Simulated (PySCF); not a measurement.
# Field gradients at the hydrogen positions

Compound: C₇H₁₃PS.
Structure used (GFN2-xTB), in Å, numbered top down from 1:
```
atom  x, y, z in Å
C1     3.1144    0.7415   -0.9737
C2     2.4600   -0.2354   -0.3723
C3     1.0594   -0.6278   -0.6939
P4    -0.0012   -0.2914    0.7990
C5     0.0474    1.5405    0.9467
S6     0.5786   -1.2190    2.3972
C7    -1.7008   -0.6828    0.2227
C8    -2.2921   -1.7400    0.7586
C9    -2.3265    0.2020   -0.8082
H10    4.1231    1.0003   -0.7019
H11    2.6746    1.3160   -1.7740
H12    2.9202   -0.7978    0.4299
H13    0.6795   -0.0872   -1.5622
H14    0.9899   -1.7060   -0.8719
H15   -0.6289    1.8369    1.7480
H16    1.0648    1.8130    1.2278
H17   -0.2247    2.0387    0.0194
H18   -1.7942   -2.3232    1.5176
H19   -3.2851   -2.0510    0.4761
H20   -3.2245   -0.2644   -1.2077
H21   -2.6059    1.1583   -0.3657
H22   -1.6385    0.3982   -1.6290
```

Level: PBE0/pcSseg-1 (PySCF, non-relativistic); Q(2H) = 0.00286 b; rigid geometry, the same for H and D, with no vibrational averaging.

Question: Rank these positions by the coupling χzz of a deuteron there, largest first.
A. H18 (vinylic hydrogen)
B. H13 (methylene hydrogen)
C. H14 (methylene hydrogen)
D. H19 (vinylic hydrogen)

Answer: D (224 kHz), A (215 kHz), B (207 kHz), C (200 kHz).

Q: Give the electric field gradient Vzz (the principal value of largest size), its asymmetry and the 2H coupling at each hydrogen.

A: 
```
atom  bonded to  bond length (Å)  Vzz (au)     η  χzz (kHz)
 H10         C1            1.076    0.3387  0.05        228
 H11         C1            1.079    0.3341  0.06        224
 H12         C2            1.082    0.3169  0.06        213
 H13         C3            1.091    0.3079  0.02        207
 H14         C3            1.095    0.2982  0.01        200
 H15         C5            1.090    0.3113  0.01        209
 H16         C5            1.090    0.3078  0.02        207
 H17         C5            1.087    0.3179  0.01        214
 H18         C8            1.079    0.3200  0.05        215
 H19         C8            1.078    0.3338  0.03        224
 H20         C9            1.088    0.3128  0.03        210
 H21         C9            1.090    0.3092  0.02        208
 H22         C9            1.089    0.3123  0.04        210
```

Q: How does χzz go with the bond length over the 13 C–H bonds?

A: A straight-line fit has a slope of -12.5 kHz for each 0.01 Å, with a correlation coefficient of -0.94, over lengths from 1.076 to 1.095 Å. The longer bonds have the smaller couplings here.

One conformer (not necessarily the lowest) at the GFN2-xTB geometry, without solvent, vibrations or thermal averaging. GFN2-xTB bond lengths can be off by several hundredths of an ångström, more for odd bonds, and the gradients follow them. With so small a basis the couplings can be 20 % off.
